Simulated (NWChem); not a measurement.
Program: NWChem. System: trisilane (H$_{8}$Si$_{3}$), charge 0, spin multiplicity 1, at a geometry optimised with B3LYP/def2-SVP. Level: CR-CCSD(T)/6-31G* (spherical d), 15 core orbitals frozen.

Job file:

```
start mol
memory heap 100 mb stack 700 mb global 1900 mb
geometry units angstroms nocenter noautoz
  Si    -1.951343    -0.088364     0.423011
  Si     0.000000     0.000000    -0.899493
  Si     1.951343     0.088364     0.423011
  H     -3.172075    -0.137074    -0.435182
  H     -1.926616    -1.303876     1.289919
  H     -2.030188     1.117854     1.299622
  H     -0.054514     1.207788    -1.780066
  H      0.054514    -1.207788    -1.780066
  H      2.030188    -1.117854     1.299622
  H      1.926616     1.303876     1.289919
  H      3.172075     0.137074    -0.435182
  symmetry group C2
end
basis spherical
  * library 6-31g*
end
scf
  rhf
  nopen 0
  maxiter 100
  thresh 1e-7
  semidirect memsize 60000000 filesize 0
end
tce
  freeze core 15
  cr-ccsd(t)
  2eorb
  2emet 13
  thresh 1e-6
  maxiter 100
  tilesize 24
end
task tce energy
```

Output (cleaned and shortened):

```
             Northwest Computational Chemistry Package (NWChem) 7.3.0
             --------------------------------------------------------

                                NWChem Input Module
                                -------------------

 Scaling coordinates for geometry "geometry" by  1.889725989
 (inverse scale =  0.529177249)

 Turning off AUTOSYM since
 SYMMETRY directive was detected!

                             Geometry "geometry" -> ""
                             -------------------------

 Output coordinates in angstroms (scale by  1.889725989 to convert to a.u.)

  No.       Tag          Charge          X              Y              Z
 ---- ---------------- ---------- -------------- -------------- --------------
    1 Si                  14.0000    -1.95134300    -0.08836400     0.42301100
    2 Si                  14.0000     0.00000000     0.00000000    -0.89949300
    3 Si                  14.0000     1.95134300     0.08836400     0.42301100
    4 H                    1.0000    -3.17207500    -0.13707400    -0.43518200
    5 H                    1.0000    -1.92661600    -1.30387600     1.28991900
    6 H                    1.0000    -2.03018800     1.11785400     1.29962200
    7 H                    1.0000    -0.05451400     1.20778800    -1.78006600
    8 H                    1.0000     0.05451400    -1.20778800    -1.78006600
    9 H                    1.0000     2.03018800    -1.11785400     1.29962200
   10 H                    1.0000     1.92661600     1.30387600     1.28991900
   11 H                    1.0000     3.17207500     0.13707400    -0.43518200

 Effective nuclear repulsion energy (a.u.)     191.3855843288

            Nuclear Dipole moment (a.u.)
            ----------------------------
        X                 Y               Z
 ---------------- ---------------- ----------------
    -0.0000000000    -0.0000000000    -0.0000151178

      Symmetry information
      --------------------

 Group name             C2
 Group number              4
 Group order               2
 No. of unique centers     6

      Symmetry unique atoms

     1    2    4    5    6    7


 Summary of "ao basis" -> "" (spherical)
 ------------------------------------------------------------------------------
       Tag                 Description            Shells   Functions and Types
 ---------------- ------------------------------  ------  ---------------------
 *                           6-31g*                   on all atoms

 Summary of "ao basis" -> "ao basis" (spherical)
 ------------------------------------------------------------------------------
       Tag                 Description            Shells   Functions and Types
 ---------------- ------------------------------  ------  ---------------------
 Si                          6-31g*                  8       18   4s3p1d
 H                           6-31g*                  2        2   2s

                                 NWChem SCF Module
                                 -----------------

  ao basis        = "ao basis"
  functions       =    70
  atoms           =    11
  closed shells   =    25
  open shells     =     0
  charge          =   0.00
  wavefunction    = RHF
  use symmetry    = T
  symmetry adapt  = T

 Summary of "ao basis" -> "ao basis" (spherical)
 ------------------------------------------------------------------------------
       Tag                 Description            Shells   Functions and Types
 ---------------- ------------------------------  ------  ---------------------
[...]
              MO Center=  7.6D-16,  9.5D-15,  6.9D-01, r^2= 8.2D+00
   Bfn.  Coefficient  Atom+Function         Bfn.  Coefficient  Atom+Function
  ----- ------------  ---------------      ----- ------------  ---------------
    28      1.932357   2 Si s                11     -1.253402   1 Si px
    47      1.253402   3 Si px               31      1.123843   2 Si pz
    10     -0.877084   1 Si s                46     -0.877084   3 Si s
    56     -0.570477   4 H  s                70     -0.570477  11 H  s
    58      0.187400   5 H  s                68      0.187400  10 H  s

 center of mass
 --------------
 x =   0.00000000 y =   0.00000000 z =  -0.01523210

 moments of inertia (a.u.)
 ------------------
         198.299871768920         -38.855945050143           0.000000000000
         -38.855945050143        1054.549231658299          -0.000000000000
           0.000000000000          -0.000000000000         923.104308693957

  Mulliken analysis of the total density
  --------------------------------------

    Atom       Charge   Shell Charges
 -----------   ------   -------------------------------------------------------
    1 Si  14    13.58   2.00  2.00  5.98  0.94  1.91  0.29  0.32  0.16
    2 Si  14    13.82   2.00  2.00  5.98  0.93  1.97  0.40  0.42  0.13
    3 Si  14    13.58   2.00  2.00  5.98  0.94  1.91  0.29  0.32  0.16
    4 H    1     1.13   0.49  0.63
    5 H    1     1.13   0.50  0.63
    6 H    1     1.13   0.50  0.63
    7 H    1     1.12   0.49  0.63
    8 H    1     1.12   0.49  0.63
    9 H    1     1.13   0.50  0.63
   10 H    1     1.13   0.50  0.63
   11 H    1     1.13   0.49  0.63

       Multipole analysis of the density wrt the origin
       ------------------------------------------------

     L   x y z        total         open         nuclear
     -   - - -        -----         ----         -------
     0   0 0 0     -0.000000      0.000000     50.000000

     1   1 0 0      0.000000      0.000000     -0.000000
     1   0 1 0      0.000000      0.000000     -0.000000
     1   0 0 1     -0.022933      0.000000     -0.000015

     2   2 0 0    -36.010378      0.000000    508.568818
     2   1 1 0     -0.049761      0.000000     21.609088
     2   1 0 1     -0.000000      0.000000      0.000000
     2   0 2 0    -34.918688      0.000000     32.400596
     2   0 1 1     -0.000000      0.000000      0.000000
     2   0 0 2    -35.584625      0.000000    106.272564

                   NWChem Extensible Many-Electron Theory Module
                   ---------------------------------------------


            General Information
            -------------------
      Number of processors :     1
         Wavefunction type : Restricted Hartree-Fock
          No. of electrons :    50
           Alpha electrons :    25
            Beta electrons :    25
           No. of orbitals :   140
            Alpha orbitals :    70
             Beta orbitals :    70
        Alpha frozen cores :    15
         Beta frozen cores :    15
     Alpha frozen virtuals :     0
      Beta frozen virtuals :     0
         Spin multiplicity : singlet
    Number of AO functions :    70
       Number of AO shells :    40
        Use of symmetry is : on
      Symmetry adaption is : on
         Schwarz screening : 0.10D-09

          Correlation Information
          -----------------------
          Calculation type : Coupled-cluster singles & doubles w/ perturbation
   Perturbative correction : Completely renormalized (T)
            Max iterations :      100
        Residual threshold : 0.10D-05
     T(0) DIIS level shift : 0.00D+00
     L(0) DIIS level shift : 0.00D+00
     T(1) DIIS level shift : 0.00D+00
     L(1) DIIS level shift : 0.00D+00
     T(R) DIIS level shift : 0.00D+00
     T(I) DIIS level shift : 0.00D+00
   CC-T/L Amplitude update :  5-th order DIIS
                I/O scheme : Global Array Library
        L-threshold :  0.10D-05
        EOM-threshold :  0.10D-05
 no EOMCCSD initial starts read in
 TCE RESTART OPTIONS
 SLICE:      F
 D4D5:       F
 quantumc:   F
 qrotation:  F
 pwtce:      F
 qducc:      F
 nacto:                         0
 nrotv:                         0
 nrot:                          0

            Memory Information
            ------------------
          Available GA space size is     249031900 doubles
          Available MA space size is     104851268 doubles

 Maximum block size supplied by input
 Maximum block size        24 doubles

 tile_dim =     23

 -------------------------------------------------

 Global array virtual files algorithm will be used

 Parallel file system coherency ......... OK

 4-electron integrals stored in orbital form

 v2    file size   =          1526569
 4-index algorithm nr.  13 is used
 imaxsize =       30
 imaxsize ichop =        0


CCSD iterations
 ---------------------------------------------------------
 Iter          Residuum       Correlation     Cpu    Wall
 ---------------------------------------------------------
    1   0.1584217899460  -0.2380324375313     0.2     0.2
    2   0.0483155584350  -0.2829390172152     0.1     0.1
    3   0.0183591177694  -0.2937295253737     0.1     0.1
    4   0.0076937802557  -0.2972389645461     0.1     0.1
    5   0.0034242613962  -0.2985346375768     0.1     0.1
    6   0.0004830755390  -0.2994639862718     0.1     0.1
    7   0.0002149194621  -0.2994505689296     0.1     0.1
    8   0.0001035944799  -0.2994593985233     0.1     0.1
    9   0.0000530186731  -0.2994624314440     0.1     0.1
   10   0.0000274881298  -0.2994643861141     0.1     0.1
   11   0.0000050565211  -0.2994664071744     0.1     0.1
   12   0.0000019998054  -0.2994666897025     0.1     0.1
   13   0.0000008827687  -0.2994668730000     0.1     0.1
 -----------------------------------------------------------------
 Iterations converged
 CCSD correlation energy / hartree =        -0.299466872999967
 CCSD total energy / hartree       =      -871.681804063134905

 Singles contributions

 Doubles contributions
 CR-CCSD(T)

 CR-CCSD[T]  correction energy / hartree =        -0.006696622619489
 CR-CCSD[T] correlation energy / hartree =        -0.306163495619456
 CR-CCSD[T] total energy / hartree       =      -871.688500685754434
 CR-CCSD(T)  correction energy / hartree =        -0.006437343933651
 CR-CCSD(T) correlation energy / hartree =        -0.305904216933618
 CR-CCSD(T) total energy / hartree       =      -871.688241407068517

 Task  times  cpu:       13.7s     wall:       13.7s

 Total times  cpu:       13.7s     wall:       13.7s
```
